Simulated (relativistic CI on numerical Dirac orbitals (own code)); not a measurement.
# Gd⁴⁺ (4f6) in a crystal field

Calculated by Dirac-Coulomb-Breit CI, separate exchange-only KLI orbitals for each configuration, a model potential for QED, valence Slater integrals scaled by 0.75, one configuration in a parametric crystal field (own radial code).

Field parameters in Wybourne normalisation. The field is a parameter set, without covalency.

S and J are read from ⟨S²⟩ = S(S + 1) and ⟨J²⟩ = J(J + 1) of each level; they are not fictitious spins.

D3h, B20 = 290, B40 = -950, B60 = -1110, B66 = -210 cm⁻¹, the lowest 16 levels:

```csv
E (cm⁻¹),Degeneracy,S,J
0.0,1,2.89,0.06
546,2,2.92,1.02
630,1,2.92,1.02
1450,2,2.95,2.02
1480,2,2.95,2.02
1623,1,2.95,2.01
2562,1,2.97,3.02
2568,1,2.96,2.99
2583,1,2.97,3.02
2607,2,2.97,3.03
2660,2,2.96,3.00
3714,2,2.97,4.01
3753,2,2.97,4.01
3766,2,2.97,4.00
3826,1,2.97,4.01
3943,1,2.97,4.02
```

C2v, B20 = -800, B22 = -360, B40 = -1040, B42 = 570, B44 = 250, B60 = 330, B62 = -340, B64 = -110, B66 = 20 cm⁻¹, the lowest 16 levels:

```
E (cm⁻¹)  Degeneracy     S     J
     0.0           1  2.89  0.14
     442           1  2.92  1.03
     563           1  2.92  1.06
     744           1  2.92  1.06
    1324           1  2.95  2.01
    1505           1  2.95  2.06
    1512           1  2.95  2.03
    1587           1  2.95  2.01
    1627           1  2.95  2.05
    2555           1  2.97  3.03
    2564           1  2.97  3.03
    2567           1  2.97  3.03
    2669           1  2.96  3.01
    2671           1  2.96  3.03
    2700           1  2.96  3.00
    2732           1  2.96  2.97
```

The next free-ion level lies 575 cm⁻¹ above the lowest; the ground level cannot split, and the field only mixes in higher J.

Levels of this model without a field, named by their leading LS term (the scale mimics covalency, so terms lie below those of the real free ion): ⁷F0 0, ⁷F1 575, ⁷F2 1498, ⁷F3 2606, ⁷F4 3800, ⁷F5 5018, ⁷F6 6215, ⁵D0 15361 cm⁻¹.
